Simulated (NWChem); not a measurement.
System: AuNH4; SMILES [NH3]->[AuH]

Parts of the log:

```
             Northwest Computational Chemistry Package (NWChem) 7.3.0
             --------------------------------------------------------

                             Geometry "geometry" -> ""
                             -------------------------

 Output coordinates in angstroms (scale by  1.889725989 to convert to a.u.)

  No.       Tag          Charge          X              Y              Z
 ---- ---------------- ---------- -------------- -------------- --------------
    1 Au                  79.0000    -0.00146100    -0.21909500    -0.00000900
    2 H                    1.0000    -0.00262000    -1.78699200     0.00002100
    3 N                    7.0000    -0.00010900     1.97860700    -0.00001300
    4 H                    1.0000    -0.00430200     2.35530500    -0.94827500
    5 H                    1.0000     0.82346900     2.35488200     0.47036800
    6 H                    1.0000    -0.81899600     2.35560500     0.47791700

 Effective nuclear repulsion energy (a.u.)     218.7471301467

                                 NWChem DFT Module
                                 -----------------

 Summary of "ao basis" -> "ao basis" (spherical)
 ------------------------------------------------------------------------------
       Tag                 Description            Shells   Functions and Types
 ---------------- ------------------------------  ------  ---------------------
 Au                        def2-svpd                13       35   6s4p2d1f
 H                         def2-svpd                 4        8   2s2p
 N                         def2-svpd                 8       20   4s2p2d

            General Information
            -------------------
          SCF calculation type: DFT
          Wavefunction type:  closed shell.
          No. of atoms     :     6
          No. of electrons :    30
           Alpha electrons :    15
            Beta electrons :    15
          Charge           :     0
          Spin multiplicity:     1
          Use of symmetry is: off; symmetry adaption is: off
          Maximum number of iterations: 150
          AO basis - number of functions:    87
                     number of shells:    37
          Convergence on energy requested:  1.00D-06
          Convergence on density requested:  1.00D-05
          Convergence on gradient requested:  5.00D-04

              XC Information
              --------------
          PerdewBurkeErnzerhof Exchange Functional  1.000
            Perdew 1991 LDA Correlation Functional  1.000 local
           PerdewBurkeErnz. Correlation Functional  1.000 non-local

             Grid Information
             ----------------
          Grid used for XC integration:  medium
          Radial quadrature: Mura-Knowles
          Angular quadrature: Lebedev.
          Tag              B.-S. Rad. Rad. Pts. Rad. Cut. Ang. Pts.
          ---              ---------- --------- --------- ---------
          Au                  1.35      123          10.0       590
          H                   0.35       45          11.0       434
          N                   0.65       49          11.0       434
          Grid pruning is: on
          Number of quadrature shells:   352
          Spatial weights used:  Erf1

      Superposition of Atomic Density Guess
      -------------------------------------

 Sum of atomic energies:        -208.68601428

      Non-variational initial energy
      ------------------------------

 Total energy =    -191.485469
 1-e energy   =    -436.862448
 2-e energy   =     182.730283
 HOMO         =      -0.383655
 LUMO         =       0.010126

   convergence    iter        energy       DeltaE   RMS-Dens  Diis-err
 ---------------- ----- ----------------- --------- --------- ---------
 d= 0,ls=0.0,diis     1   -192.7764819664 -2.55D+02  2.10D-02  4.93D-01
 d= 0,ls=0.0,diis     2   -192.5906872148  1.86D-01  1.55D-02  2.26D+00
 d= 0,ls=0.0,diis     3   -192.8487171860 -2.58D-01  9.61D-04  4.14D-03
 d= 0,ls=0.0,diis     4   -192.8488509986 -1.34D-04  6.37D-04  2.96D-03
 d= 0,ls=0.0,diis     5   -192.8491424705 -2.91D-04  9.96D-05  1.39D-04
  Resetting Diis
 d= 0,ls=0.0,diis     6   -192.8491570811 -1.46D-05  3.34D-05  9.44D-06
 d= 0,ls=0.0,diis     7   -192.8491580249 -9.44D-07  2.57D-05  1.28D-06
 d= 0,ls=0.0,diis     8   -192.8491576323  3.93D-07  1.71D-05  4.94D-06
 d= 0,ls=0.0,diis     9   -192.8491581619 -5.30D-07  1.20D-06  1.54D-08

         Total DFT energy =     -192.849158161934
      One electron energy =     -439.675726173518
           Coulomb energy =      205.292315315240
    Exchange-Corr. energy =      -21.112442912032
 Nuclear repulsion energy =       62.646695608376

 Numeric. integr. density =       29.999992045192

                       DFT Final Molecular Orbital Analysis
                       ------------------------------------

 Vector   13  Occ=2.000000D+00  E=-2.252045D-01
              MO Center= -1.5D-03, -2.1D-01, -3.4D-04, r^2= 8.8D-01
   Bfn.  Coefficient  Atom+Function         Bfn.  Coefficient  Atom+Function
  ----- ------------  ---------------      ----- ------------  ---------------
    22      0.872564  1 Au d  1              27      0.233731  1 Au d  1

 Vector   14  Occ=2.000000D+00  E=-2.252031D-01
              MO Center= -1.5D-03, -2.1D-01,  3.3D-04, r^2= 8.8D-01
   Bfn.  Coefficient  Atom+Function         Bfn.  Coefficient  Atom+Function
  ----- ------------  ---------------      ----- ------------  ---------------
    21      0.755664  1 Au d  0              23     -0.436280  1 Au d  2
    26      0.202418  1 Au d  0              28     -0.116865  1 Au d  2

 Vector   15  Occ=2.000000D+00  E=-2.016669D-01
              MO Center= -1.6D-03, -4.6D-01, -2.0D-06, r^2= 2.2D+00
   Bfn.  Coefficient  Atom+Function         Bfn.  Coefficient  Atom+Function
  ----- ------------  ---------------      ----- ------------  ---------------
     5      0.587644  1 Au s                  3     -0.440051  1 Au s
    23      0.434278  1 Au d  2               6      0.358722  1 Au s
     2      0.279429  1 Au s                 21      0.250726  1 Au d  0
    36      0.158459  2 H  s                  4     -0.121399  1 Au s
     1     -0.109487  1 Au s                 28      0.082151  1 Au d  2

 Vector   16  Occ=0.000000D+00  E=-4.027331D-02
              MO Center= -9.9D-05,  2.1D+00,  2.9D-06, r^2= 5.9D+00
   Bfn.  Coefficient  Atom+Function         Bfn.  Coefficient  Atom+Function
  ----- ------------  ---------------      ----- ------------  ---------------
    47      2.666055  3 N  s                 65     -0.746052  4 H  s
    73     -0.746101  5 H  s                 81     -0.745943  6 H  s
    14      0.412910  1 Au py                 6      0.408856  1 Au s
    45     -0.372792  3 N  s                 71     -0.344659  4 H  pz
    70      0.337530  4 H  py                78      0.337376  5 H  py

 Vector   17  Occ=0.000000D+00  E= 9.341351D-04
              MO Center= -1.2D-03, -5.6D-02, -6.6D-03, r^2= 6.4D+00
   Bfn.  Coefficient  Atom+Function         Bfn.  Coefficient  Atom+Function
  ----- ------------  ---------------      ----- ------------  ---------------
    15      0.889625  1 Au pz                65      0.404340  4 H  s
    71      0.254272  4 H  pz                 9     -0.206390  1 Au pz
    73     -0.206732  5 H  s                 81     -0.197606  6 H  s
    79      0.156036  5 H  pz                87      0.155092  6 H  pz
    50      0.117571  3 N  pz                18      0.095176  1 Au pz

 Vector   18  Occ=0.000000D+00  E= 9.343320D-04
              MO Center= -1.4D-03, -5.6D-02,  6.6D-03, r^2= 6.4D+00
   Bfn.  Coefficient  Atom+Function         Bfn.  Coefficient  Atom+Function
  ----- ------------  ---------------      ----- ------------  ---------------
    13      0.889631  1 Au px                81      0.352898  6 H  s
    73     -0.347440  5 H  s                 77      0.220880  5 H  px
    85      0.221880  6 H  px                 7     -0.206388  1 Au px
    69      0.122660  4 H  px                48      0.117580  3 N  px
    16      0.095163  1 Au px                87     -0.060065  6 H  pz

     Multipole analysis of the density
     ---------------------------------

     L   x y z        total         alpha         beta         nuclear
     -   - - -        -----         -----         ----         -------
     0   0 0 0     -0.000000    -15.000000    -15.000000     30.000000

     1   1 0 0      0.001356      0.029941      0.029941     -0.058527
     1   0 1 0      2.232278    -13.024911    -13.024911     28.282100
     1   0 0 1      0.000004      0.000220      0.000220     -0.000437

     2   2 0 0    -23.585650    -14.201368    -14.201368      4.817086
     2   1 1 0     -0.001897     -0.017130     -0.017130      0.032364
     2   1 0 1     -0.000004     -0.000004     -0.000004      0.000004
     2   0 2 0    -17.364370    -94.658050    -94.658050    171.951730
     2   0 1 1     -0.000018      0.000370      0.000370     -0.000758
     2   0 0 2    -23.585655    -14.201289    -14.201289      4.816924

 *** CALLING NEW AORESP DRIVER FOR CLOSED AND OPEN SHELLS ***
 Entering AOResponse driver routine

--------------------------------------------------------------------------------

[...]

 DFT Linear Response polarizability / au
 Frequency  =       0.0000000 / au
              X              Y              Z
 -----------------------------------------------
 X      45.1661040      0.0114598      0.0000498
 Y       0.0114938     63.5584323     -0.0000177
 Z       0.0000498     -0.0000102     45.1662034
 -----------------------------------------------
 Eigenvalues =      45.1660772     63.5584395     45.1662231
 Isotropic   =      51.2969132
 Anisotropic =      18.3922893
 -----------------------------------------------

 Magnetic Dipole Response Matrix (nonzero elements):

 Exiting AOResponse driver routine
```

Level: PBE/def2-SVPD with def2 effective core potentials on Au. Coordinates come from a PBE0/def2-SVP optimisation. def2 effective core potentials on Au; no spin-orbit coupling.

Problem. Write an input that gives this output.

Solution. Several could match; the one computed here: the input that was run:
```
start job
memory heap 200 mb stack 900 mb global 1100 mb
geometry units angstroms noautosym nocenter noautoz
  Au    -0.001461    -0.219095    -0.000009
  H     -0.002620    -1.786992     0.000021
  N     -0.000109     1.978607    -0.000013
  H     -0.004302     2.355305    -0.948275
  H      0.823469     2.354882     0.470368
  H     -0.818996     2.355605     0.477917
end
basis spherical
  * library def2-svpd
end
ecp
  Au library def2-ecp
end
dft
  xc xpbe96 cpbe96
  iterations 150
end
property
  response 1 0.0
end
task dft property
```
